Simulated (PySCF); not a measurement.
BrGeH4P.
InChI=1S/BrGeH4P/c1-2-3/h2-3H2

Computed, not measured: EOM-IP-CCSD/aug-cc-pVDZ in PySCF, restricted Hartree–Fock reference, 23 core orbitals frozen, non-relativistic, gas phase, PBE0-D3(BJ)/def2-SVP geometry.

Hartree–Fock orbital energies give these Koopmans values (eV): HOMO 10.35, HOMO-1 11.16, HOMO-2 11.32, HOMO-3 12.51, HOMO-4 13.14, HOMO-5 14.05, HOMO-6 14.78, HOMO-7 19.22.

Task: What vertical ionisation energies does EOM-IP-CCSD give?

Result: 
| leading hole (HF orbital) | Koopmans (eV) | EOM-IP-CCSD (eV) | change (eV) | one-hole share |
| --- | --- | --- | --- | --- |
| HOMO | 10.35 | 9.89 | -0.46 | 0.95 |
| HOMO-1 | 11.16 | 10.46 | -0.70 | 0.95 |
| HOMO-2 | 11.32 | 10.65 | -0.67 | 0.95 |
| HOMO-3 | 12.51 | 11.87 | -0.64 | 0.95 |
| HOMO-4 | 13.14 | 12.37 | -0.77 | 0.94 |
| HOMO-5 | 14.05 | 13.12 | -0.93 | 0.93 |
| HOMO-6 | 14.78 | 13.91 | -0.87 | 0.94 |
| HOMO-7 | 19.22 | 17.40 | -1.82 | 0.84 |

Task: Does the order of the lines follow the orbital energies?

Result: Yes, no two lines change places. The corrections run from -1.82 to -0.46 eV, with a mean of -0.86 eV over the 8 lines; no line lies above its Koopmans value.

Task: At what kinetic energies would He II light (40.81 eV) eject these electrons?

Result: 30.92 eV (HOMO), 30.35 eV (HOMO-1), 30.16 eV (HOMO-2), 28.94 eV (HOMO-3), 28.44 eV (HOMO-4), 27.69 eV (HOMO-5), 26.90 eV (HOMO-6), 23.41 eV (HOMO-7).

One root was sought for each valence orbital with −ε under 21 eV, eight at most, so deeper holes and satellites are missing; no vibrational structure.

Time: 61 s wall. Hardware: an x86-64 server with one thread, shared host.

Conformer computed: `[PH2:1][GeH2:2][Br:3]`: H–P1–Ge2–Br3 -75°, H–P1–Ge2–Br3 -168°.

One conformer stands for the species.
